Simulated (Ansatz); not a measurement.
BH2OF3, singlet: a pair in one relaxed arrangement.

The input file, in.yaml:

```yaml
crystal:
  periodic: [false, false, false]
  atoms:
    - {symbol: O, position_ang: [-0.060754, -0.305352, -0.999162]}
    - {symbol: H, position_ang: [-0.737633, 0.269420, -1.376430]}
    - {symbol: H, position_ang: [0.788754, -0.045371, -1.375440]}
    - {symbol: F, position_ang: [-0.229496, -1.239668, 1.253789]}
    - {symbol: B, position_ang: [-0.005527, -0.020855, 0.751469]}
    - {symbol: F, position_ang: [1.251258, 0.462507, 0.872300]}
    - {symbol: F, position_ang: [-1.006701, 0.879218, 0.873574]}
basis:
  gaussian: {orbitals: def2-SVP}
hamiltonian: {xc: {name: wB97M-V}}
```

Launched with

```bash
ansatz run in.yaml --threads 4 --pin off --events-out ev --progress --plain --max-ram 9574MiB
```

What Ansatz 0.2.0 printed:

```
Functional definition: wB97M-V
  name "wB97M-V"
  cite "Mardirossian & Head-Gordon, J. Chem. Phys. 144, 214110 (2016) doi:10.1063/1.4952647"
  cite "Becke, J. Chem. Phys. 107, 8554 (1997) doi:10.1063/1.475007"
  cite "Vydrov & Van Voorhis, J. Chem. Phys. 133, 244103 (2010) doi:10.1063/1.3521275"
  # Of w^i u^j: cxij and so on, Table III.
  parameter omega = 0.3/bohr
  parameter cx = 0.15
  parameter cx01 = 1.007
  parameter cx10 = 0.259
  parameter css00 = 0.443
  parameter css04 = -1.437
  parameter css10 = -4.535
  parameter css20 = -3.390
  parameter css43 = 4.278
  parameter cos00 = 1.000
  parameter cos10 = 1.358
  parameter cos20 = 2.924
  parameter cos21 = -8.812
  parameter cos60 = -1.390
  parameter cos61 = 9.142
  parameter b = 6.0
  parameter c = 0.01
  gx(w, u) = 1 - cx + cx01*u + cx10*w
  gss(w, u) = css00 + css04*u^4 + css10*w + css20*w^2 + css43*w^4*u^3
  gos(w, u) = cos00 + cos10*w + (cos20 + cos21*u)*w^2 + (cos60 + cos61*u)*w^6
  exchange = spin_sum(e_x_unif_sr(omega)*gx(b97_w, b97_u_x)) + cx*exact_x_sr(omega) + exact_x_lr(omega)
  correlation = spin_sum(e_c_pw_mod_same_spin*gss(b97_w, b97_u_same))
      + integral(e_c_pw_mod_opposite_spin*gos(b97_w_opposite, b97_u_opposite)) + vv10(b, c)
857 factors; their error is unknown
174 factors; integrals over basis functions are off by at most 8.2e-6 eV
mean field evaluation 1: about -10896.3605 eV, gradient 5.0e1 eV
mean field evaluation 2: about -10897.4458 eV, gradient 4.7e1 eV
mean field evaluation 4: about -10900.5461 eV, gradient 4.5e-1 eV
mean field evaluation 8: about -10900.5424 eV, gradient 7.2e-2 eV
mean field -10900.54239137 eV, -400.5875442297 hartree, gradient 5.4e-5 eV, S^2 0.000000; 0 other end points of the search recorded, 0 dependent functions left out
reference -10900.54242387 eV, -400.5875454242 hartree; 21, 21 occupied and 59, 59 virtual orbitals, 857 factors
Total energy: -10900.54242387 eV, -400.5875454242 hartree
```

The lines “mean field evaluation” count trial sets of orbitals through the whole run, from several starts and some on an approximate energy, so they need not fall steadily or lie above the final value.

The run took about 0.9 s on 4 CPU threads of an Intel Xeon 6975P-C (shared host).
